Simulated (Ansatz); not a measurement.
```yaml
crystal:
  periodic: [false, false, false]
  atoms:
    - {symbol: Si, position_ang: [0.000691, -0.000447, -0.000119]}
    - {symbol: Cl, position_ang: [0.009906, -0.017511, 2.051691]}
    - {symbol: Cl, position_ang: [1.931630, 0.010971, -0.694257]}
    - {symbol: Cl, position_ang: [-0.974655, 1.678331, -0.663807]}
    - {symbol: Cl, position_ang: [-0.967572, -1.671353, -0.693498]}
basis:
  gaussian: {orbitals: def2-TZVP}
hamiltonian: {xc: {name: r2SCAN}, dispersion: d4}
scf: {omitted_lower_state_checks: [starts]}
```

```sh
$ ansatz run in.yaml --threads 2 --pin off --events-out ev --progress --plain --max-ram 4352MiB
```

Shortened log:

```
Functional definition: r2SCAN
1276 factors; their error is unknown
mean field evaluation 1: about -57971.2637 eV, gradient 1.9e1 eV
mean field evaluation 2: about -57971.4778 eV, gradient 1.7e1 eV
mean field evaluation 4: about -57971.9739 eV, gradient 1.4e0 eV
mean field evaluation 8: about -57971.9626 eV, gradient 6.3e-3 eV
mean field -57971.96260410 eV, -2130.4303308930 hartree, gradient 5.2e-5 eV, S^2 0.000000; 0 other end points of the search recorded, 0 dependent functions left out
reference -57971.96261310 eV, -2130.4303312237 hartree; 41, 41 occupied and 144, 144 virtual orbitals, 1276 factors
Total energy: -57972.02094603 eV, -2130.4324749193 hartree
Checks for a lower state left out: starts
```

Run time 6 s (2 threads of Arm Neoverse V1 on a shared host).
